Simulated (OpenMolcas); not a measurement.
Au5+ (d6) among equal point charges was computed by CASSCF with the d shell active (OpenMolcas, ANO-RCC-VDZP on the metal). Its lowest spin-free states, and all those of the highest spin:

```
2S+1  Degeneracy  E (cm-1)
   5           2       0.0
   5           1      2842
   5           2      3331
   3           1     21486
   3           1     21487
   3           2     21658
   3           2     21687
   3           1     21891
   3           2     22103
   3           2     24117
   3           1     24784
   3           2     24888
```

Question: Is the site octahedral, tetrahedral or cube-like, axial, or of lower symmetry?

Answer: The states with 2S+1 = 5 have orbital degeneracies 2, 1, 2. There are pairs but no triples, so the site is axial: not cubic, but with a proper or improper axis of order three or more. The run had Au5+ among 6 point charges of -0.65 e arranged as a trigonal prism (D3h), 2.09 Å from the ion, with a polar angle of 45.7° against the regular 49.1°.

An orbital doublet at a regular site is open to a Jahn-Teller distortion, which this geometry leaves out. Without dynamic correlation the repulsion within the d shell is too large (B by tens of per cent), so at a given field states of lower spin stand too high. Point charges give a weaker field than real ligands, and real ions of this kind are as a rule low spin; the high spin found here belongs to the model. The ground term spreads over less than 5000 cm-1, several times less than with real ligands, so orbital moments are less quenched and χT lies further from the spin-only value than at real sites. Point charges carry no covalency, so the field is a model and not that of real ligands. No measured value stands beside these numbers.
